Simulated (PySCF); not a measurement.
**Molecular orbitals of BSe**

BP86 at R = 1.744 Å; basis B def2-TZVPP, Se def2-TZVPP; no relativity; PySCF 2.14. State: ²Σ⁺ (doublet), unpaired electrons σ ↑. Only the outer orbitals are listed, counted within each symmetry.

```json
{"spin": "α", "orbital": "8σ", "occ.": "1", "ε (eV)": "-17.98", "on B (%)": "20", "main shells (%)": "77 Se s, 13 B s"}
{"spin": "α", "orbital": "9σ", "occ.": "1", "ε (eV)": "-10.66", "on B (%)": "45", "main shells (%)": "44 B s, 39 Se p, 15 Se s"}
{"spin": "α", "orbital": "4π", "occ.": "1", "ε (eV)": "-7.29", "on B (%)": "29", "main shells (%)": "70 Se p, 28 B p"}
{"spin": "α", "orbital": "4π", "occ.": "1", "ε (eV)": "-7.29", "on B (%)": "29", "main shells (%)": "70 Se p, 28 B p"}
{"spin": "α", "orbital": "10σ", "occ.": "1", "ε (eV)": "-7.20", "on B (%)": "77", "main shells (%)": "47 B p, 30 B s, 22 Se p"}
{"spin": "α", "orbital": "5π", "occ.": "0", "ε (eV)": "-2.81", "on B (%)": "67", "main shells (%)": "66 B p, 27 Se p"}
{"spin": "α", "orbital": "5π", "occ.": "0", "ε (eV)": "-2.81", "on B (%)": "67", "main shells (%)": "66 B p, 27 Se p"}
{"spin": "β", "orbital": "8σ", "occ.": "1", "ε (eV)": "-17.85", "on B (%)": "20", "main shells (%)": "78 Se s, 12 B s"}
{"spin": "β", "orbital": "9σ", "occ.": "1", "ε (eV)": "-10.13", "on B (%)": "36", "main shells (%)": "49 Se p, 32 B s, 14 Se s"}
{"spin": "β", "orbital": "4π", "occ.": "1", "ε (eV)": "-7.18", "on B (%)": "23", "main shells (%)": "77 Se p, 21 B p"}
{"spin": "β", "orbital": "4π", "occ.": "1", "ε (eV)": "-7.18", "on B (%)": "23", "main shells (%)": "77 Se p, 21 B p"}
{"spin": "β", "orbital": "10σ", "occ.": "0", "ε (eV)": "-4.76", "on B (%)": "88", "main shells (%)": "55 B s, 32 B p, 12 Se p"}
{"spin": "β", "orbital": "5π", "occ.": "0", "ε (eV)": "-2.08", "on B (%)": "72", "main shells (%)": "73 B p, 20 Se p"}
{"spin": "β", "orbital": "5π", "occ.": "0", "ε (eV)": "-2.08", "on B (%)": "72", "main shells (%)": "73 B p, 20 Se p"}
```

Question: Which are the highest filled and the lowest empty level, where do they sit, and how wide is the gap?

Answer: Highest filled β 4π at -7.18 eV (in %: 77 Se p, 21 B p); lowest empty β 10σ at -4.76 eV (in %: 55 B s, 32 B p, 12 Se p); the gap at BP86 is 2.42 eV.

- bond order (Mayer): 2.53
- ⟨S²⟩: 0.764
- charge on B (Mulliken, basis-dependent): -0.02
- charge on B (Löwdin, basis-dependent): -0.55
- dipole moment (positive dipole means B(−)Se(+)): -0.33 D

Spin–orbit coupling is left out. The state was picked by a PBE0 search and need not be the measured ground state.
